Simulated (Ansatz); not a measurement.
C6H14O, charge +1, doublet, geometry from GFN2-xTB (a state made from the parent by changing its charge; the spin is typed, not shown lowest); MP2/STO-3G run with Ansatz (a quantum-chemistry and plane-wave program).

Ansatz was given this input:
Ansatz 0.2 input:
```yaml
crystal:
  periodic: [false, false, false]
  atoms:
    - {symbol: C, position_ang: [-2.39747019, 0.68447960, -0.78394350]}
    - {symbol: C, position_ang: [-1.22640354, 0.42826786, 0.18816510]}
    - {symbol: C, position_ang: [-1.48207930, -0.77524520, 1.04735618]}
    - {symbol: C, position_ang: [0.00357110, 0.20411587, -0.72544907]}
    - {symbol: C, position_ang: [1.28679311, 0.24486838, 0.12461970]}
    - {symbol: C, position_ang: [2.46853017, 0.11074663, -0.87135678]}
    - {symbol: O, position_ang: [1.29826544, -0.83352335, 0.99866191]}
    - {symbol: H, position_ang: [-3.29333536, 0.82998835, -0.18194839]}
    - {symbol: H, position_ang: [-2.56093221, -0.15954709, -1.44876426]}
    - {symbol: H, position_ang: [-2.21676399, 1.57514553, -1.37774144]}
    - {symbol: H, position_ang: [-1.07198714, 1.32120796, 0.79977468]}
    - {symbol: H, position_ang: [-2.08767816, -0.54857255, 1.92277858]}
    - {symbol: H, position_ang: [-1.91606448, -1.59498070, 0.47696701]}
    - {symbol: H, position_ang: [-0.51232359, -1.14999851, 1.43107904]}
    - {symbol: H, position_ang: [0.06266683, 0.98202076, -1.48353325]}
    - {symbol: H, position_ang: [-0.07986545, -0.76701298, -1.21272280]}
    - {symbol: H, position_ang: [1.36857371, 1.20091466, 0.65582542]}
    - {symbol: H, position_ang: [2.45330871, 0.93370133, -1.57754900]}
    - {symbol: H, position_ang: [3.39390629, 0.13468760, -0.29897286]}
    - {symbol: H, position_ang: [2.41034308, -0.83365180, -1.40482413]}
    - {symbol: H, position_ang: [1.74638005, -0.63911477, 1.83398661]}
basis:
  gaussian:
    orbitals: STO-3G
total_charge: 1
magnetization: {spin_polarized: true, initial_magnetization: 1}
correlation: {method: mp2, electrons: outside_noble_gas}
accuracy: high
```

The log (banner, timings and long lists left out):

```
Functional definition: HF
1162 factors; integrals over basis functions are off by at most 4.4e-9 eV
mean field evaluation 1: about -8328.2308 eV, gradient 1.7e1 eV
mean field evaluation 2: about -8328.7416 eV, gradient 1.7e1 eV
mean field evaluation 4: about -8331.1852 eV, gradient 2.8e0 eV
mean field evaluation 8: about -8331.8650 eV, gradient 1.9e0 eV
mean field evaluation 16: about -8331.9498 eV, gradient 1.2e-4 eV
mean field -8331.94981491 eV, -306.1935080997 hartree, gradient 2.9e-8 eV, S^2 0.758587; 0 other end points of the search recorded, 0 dependent functions left out
7 core orbitals not correlated
reference -8331.94981491 eV, -306.1935080997 hartree; 22, 21 occupied and 20, 21 virtual orbitals, 1162 factors
second order -9.29029227 eV of doubles, -0.00000000 eV of singles
Total energy: -8341.24010718 eV, -306.5349200434 hartree
```
